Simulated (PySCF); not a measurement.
GaH2Br, SMILES [GaH2][Br]. Atoms are numbered in the order given.

```xyz
4

Ga     0.0000     0.0000     1.1710
H      0.0000     1.4086     1.8357
H      0.0000    -1.4086     1.8357
Br     0.0000     0.0000    -1.1421
```
Charge 0, spin multiplicity 1.

The structure is a stationary point at B3LYP-D3(BJ)/def2-TZVP.

Computed with PBE0/pcSseg-2 run with PySCF.

GIAO shieldings, no solvent; atoms alike by connectivity are averaged. δ = σ(ref) − σ: ¹H against TMS (σ = 31.54 ppm), references at their B3LYP-D3(BJ)/def2-TZVP geometries, non-relativistic (without spin–orbit terms, shifts of atoms bonded to Cl or Br come out too high).

### Question
Estimate the chemical shifts. (An estimate is asked for; the answer gives what the named calculation found.)

### Answer

```
nucleus   atoms  count  δ (ppm)
-------  ------  -----  -------
¹H       H2, H3      2     6.72
```
